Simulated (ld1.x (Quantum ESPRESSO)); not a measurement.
## u(r) = r·R(r): atom against pseudo-atom (indium (In))

Columns: radius, all-electron u(r) and pseudo u(r) of the 5s shell (level -8.26 eV) of indium in the configuration [Kr] 4d10 5s2 5p1; PBEsol, scalar-relativistic, ultrasoft scheme, ld1.x (Quantum ESPRESSO) 7.5.

| r (bohr) | all-electron | pseudo |
| --- | --- | --- |
| 0.143 | -0.0160 | 0.0212 |
| 0.285 | 0.1995 | 0.0456 |
| 0.428 | -0.0578 | 0.0766 |
| 0.570 | -0.2827 | 0.1157 |
| 0.713 | -0.3165 | 0.1648 |
| 0.855 | -0.2071 | 0.2228 |
| 0.998 | -0.0330 | 0.2891 |
| 1.140 | 0.1489 | 0.3603 |
| 1.283 | 0.3127 | 0.4338 |
| 1.425 | 0.4450 | 0.5044 |
| 1.568 | 0.5459 | 0.5690 |
| 1.710 | 0.6167 | 0.6228 |
| 1.853 | 0.6625 | 0.6631 |
| 1.995 | 0.6873 | 0.6873 |
| 2.138 | 0.6957 | 0.6957 |
| 2.280 | 0.6911 | 0.6911 |
| 2.423 | 0.6766 | 0.6766 |
| 2.565 | 0.6550 | 0.6550 |
| 2.708 | 0.6281 | 0.6281 |
| 2.850 | 0.5978 | 0.5978 |
| 2.992 | 0.5654 | 0.5654 |
| 3.135 | 0.5315 | 0.5315 |
| 3.278 | 0.4973 | 0.4973 |
| 3.420 | 0.4636 | 0.4636 |
| 3.563 | 0.4304 | 0.4304 |
| 3.705 | 0.3986 | 0.3986 |

Problem. How many radial nodes do the two functions have?

Solution. The all-electron 5s function has n − l − 1 = 4 (the table is too coarse to show those close to the nucleus); the pseudo-wave has 0, since the states of the same l below it are removed with the core.

Problem. At about which radius was the pseudo-wave matched?

Solution. 2.00 bohr, where the columns begin to agree (steps of 0.14 bohr).

Problem. Is the pseudo-wave norm-conserving?

Solution. No, it belongs to an ultrasoft set: the norm inside the radius is not constrained, and the difference is carried by the augmentation charge.
